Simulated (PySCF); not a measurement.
RbLi: frontier orbitals

PBE0 at R = 3.549 Å; basis Rb def2-TZVP with ECP28, Li def2-TZVP; scalar-relativistic core potentials; PySCF 2.14. State: ¹Σ⁺ (singlet), closed shell. Only the outer orbitals are listed, counted within each symmetry, core potentials removing the inner ones.

```
orbital  occ.  ε (eV)  on Rb (%)            main shells (%)
     1σ     2  -54.69          0                   100 Li s
     2σ     2  -35.12        100                   100 Rb s
     1π     2  -17.71        100                   100 Rb p
     1π     2  -17.71        100                   100 Rb p
     3σ     2  -17.66        100                   100 Rb p
     4σ     2   -3.20         46           52 Li s, 41 Rb s
     5σ     0   -1.26         71  46 Rb s, 24 Li s, 23 Rb p
     2π     0   -0.56         73           66 Rb p, 27 Li p
     2π     0   -0.56         73           66 Rb p, 27 Li p
```

Problem. Which are the highest filled and the lowest empty level, where do they sit, and how wide is the gap?

Solution. Highest filled 4σ at -3.20 eV (in %: 52 Li s, 41 Rb s); lowest empty 5σ at -1.26 eV (in %: 46 Rb s, 24 Li s, 23 Rb p); the gap at PBE0 is 1.94 eV.

```
bond order (Mayer)                               : 1.00
⟨S²⟩                                             : 0.000
charge on Rb (Mulliken, basis-dependent)         : 0.08
charge on Rb (Löwdin, basis-dependent)           : -0.05
dipole moment (positive dipole means Rb(−)Li(+)) : -3.89 D
polarisability along the bond                    : 455.5 bohr³
polarisability across the bond                   : 257.4 bohr³
```

Closed-shell solutions of metal pairs were not tested for spin polarisation, which can lower them a little.
